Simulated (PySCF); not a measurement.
A species of formula C4H14SSi3 has this rotational fingerprint, computed with PBE0/pcSseg-1 in PySCF (dipole) on a GFN2-xTB geometry, gas phase:

| Quantity | Value |
| --- | --- |
| Rotational constants | A = 1144, B = 592.7, C = 456.3 MHz |
| Dipole components | \|μa\| = 1.60 D, \|μb\| = 2.12 D, \|μc\| = 0.83 D |
| Inertial defect | -186.78 u·Å² |
| κ | -0.60 |

Question: Which structure is it? (One computed conformer of each.)
A. `[CH3:1]/[CH:2]=[CH:3]\[SiH2:4][SiH2:5][S:6][CH2:7][SiH3:8]` with C2–C3–Si4–Si5 -68°, C3–Si4–Si5–S6 -55°, Si4–Si5–S6–C7 64°, Si5–S6–C7–Si8 -175°
B. `[SiH3:1]/[CH:2]=[CH:3]\[CH2:4][SiH2:5][S:6][CH2:7][SiH3:8]` with C2–C3–C4–Si5 99°, C3–C4–Si5–S6 180°, C4–Si5–S6–C7 174°, Si5–S6–C7–Si8 87°

Answer: A. It is C/C=C\[SiH2][SiH2]SC[SiH3], an asymmetric top, point group C1. The candidates at the same level (rigid rotor, commonest isotopes):

```tsv
SMILES	A (MHz)	B (MHz)	C (MHz)	μa (D)	μb (D)	μc (D)	Δ (u·Å²)	point group	rotor
[SiH3]/C=C\C[SiH2]SC[SiH3]	2524	328.6	316.9	0.29	0.76	0.87	-143.79	C1	near-prolate asymmetric top
C/C=C\[SiH2][SiH2]SC[SiH3]	1144	592.7	456.3	1.60	2.12	0.83	-186.78	C1	asymmetric top
```

`[SiH3]/C=C\C[SiH2]SC[SiH3]` has A 121 % too high. No structure here is proved a minimum.
